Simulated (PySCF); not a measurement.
Level of theory: PBE0-D4/def2-TZVP (PySCF 2.14.0). Isolated molecules, 0 K electronic values unless said otherwise. Delta-SCF ions had no search for a lower state. 

Reference species (SMILES): `[F][In]([F])[F]` (neutral, multiplicity 1).

The vertical ionisation energy (Delta-SCF) is 13.54 eV and the S1 oscillator strength is 0.000.

Changed species: `[F][In]([Cl])[Cl]` (2 of 3 F replaced by Cl; the reference has 0 of 3 F replaced by Cl).

**Question.** Predict the effect on the vertical ionisation energy (Delta-SCF) and S1 oscillator strength.

**Answer.** the vertical ionisation energy (Delta-SCF) falls by 1.75 eV, to 11.79 eV; the S1 oscillator strength increases by 0.016, to 0.016.
